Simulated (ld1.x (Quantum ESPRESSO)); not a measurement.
**LDA (PZ) PAW dataset for chlorine (Cl), scalar-relativistic all-electron reference.**

ld1.x (Quantum ESPRESSO) 7.5 input, shortened:

```
&input
   title='Cl', zed=17., rel=1, dft='PZ', iswitch=3,
   config='[Ne] 3s1 3p6'
 /
 &inputp
   pseudotype=3, lpaw=.true., tm=.true., lloc=-1, rcloc=0.70,
   nlcc=.true., new_core_ps=.true., rcore=0.40,
   which_augfun='BESSEL', rmatch_augfun=0.65
 /
4
2S  1  0   2.00   0.00  0.65  0.80  0.0
3S  2  0   1.00   0.00  0.65  0.80  0.0
2P  2  1   6.00   0.00  0.60  0.65  0.0
3P  3  1   6.00   0.00  0.60  0.65  0.0
 &test
   configts(1)='2s2 2p6 3s1 3p6'
 /
```

All-electron outer shells of the reference configuration (LDA (PZ), scalar-relativistic, ld1.x):

```tsv
shell	level (eV)	outermost node (bohr)	outermost maximum (bohr)
1s	-2743.26	–	0.06
2s	-253.04	0.12	0.36
2p	-192.92	–	0.30
3s	-21.35	0.56	1.27
3p	-9.24	0.53	1.41
```

Results:

```
Largest excitation error                  : +32 meV (all-electron minus pseudo) for 2s2 2p5 3s2 3p5, out of 7 test configurations
Lowest eigenvalue of the overlap operator : -0.12 (s channel); it is negative, so in a basis up to 400 Ry S is not positive definite and the file is unfit for use
```

The ghost test of this file was not conclusive. Its overlap operator is not positive definite in a basis up to 400 Ry (lowest eigenvalue s -0.12), so the file is unfit for use: the generalised eigenproblem breaks down once the basis is large enough, and its test numbers describe a broken file.

Generation and tests took about 2.9 s on one core of a shared server CPU.
